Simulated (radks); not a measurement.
The nuclear charge of the arsenic ion As+ is varied continuously with 32 electrons held in [Ar] 3d10 4s2 4p2. Method: scalar-relativistic Kohn-Sham, LDA (Slater exchange, Perdew-Wang correlation), spin-polarised, spherical densities, point nucleus; open shells are filled with parallel spins first; computed with a radial shooting solver on a logarithmic mesh with Libxc functionals. By the Hellmann-Feynman theorem dE/dZ = E(electron-nucleus)/Z, the electronic potential at the nucleus. The scalar-relativistic energy here is not variational (the density holds large components alone), so the two differ by a part that grows with Z.

| Z | E (hartree) | E(electron-nucleus)/Z (hartree) | HOMO | e(HOMO) (eV) | <r> HOMO (bohr) |
|---|---|---|---|---|---|
| 32.5 | -2175.84118 | -161.307 | 4p | -8.944 | 2.513 |
| 32.6 | -2192.02666 | -161.976 | 4p | -9.930 | 2.462 |
| 32.7 | -2208.27926 | -162.645 | 4p | -10.945 | 2.414 |
| 32.8 | -2224.59896 | -163.313 | 4p | -11.986 | 2.368 |
| 32.9 | -2240.98573 | -163.982 | 4p | -13.055 | 2.326 |
| 33 | -2257.43955 | -164.650 | 4p | -14.150 | 2.285 |
| 33.1 | -2273.96041 | -165.318 | 4p | -15.271 | 2.247 |
| 33.2 | -2290.54831 | -165.985 | 4p | -16.417 | 2.211 |
| 33.3 | -2307.20321 | -166.653 | 4p | -17.588 | 2.176 |
| 33.4 | -2323.92513 | -167.320 | 4p | -18.784 | 2.143 |
| 33.5 | -2340.71404 | -167.988 | 4p | -20.003 | 2.111 |
| 33.6 | -2357.56994 | -168.655 | 4p | -21.247 | 2.081 |
| 33.7 | -2374.49284 | -169.323 | 4p | -22.514 | 2.052 |
| 33.8 | -2391.48271 | -169.990 | 4p | -23.805 | 2.024 |
| 33.9 | -2408.53958 | -170.657 | 4p | -25.119 | 1.997 |
| 34 | -2425.66342 | -171.324 | 4p | -26.455 | 1.971 |

The central difference of E at Z = 33 is -164.873 hartree, to compare with the third column; the second derivative is -6.7 hartree.
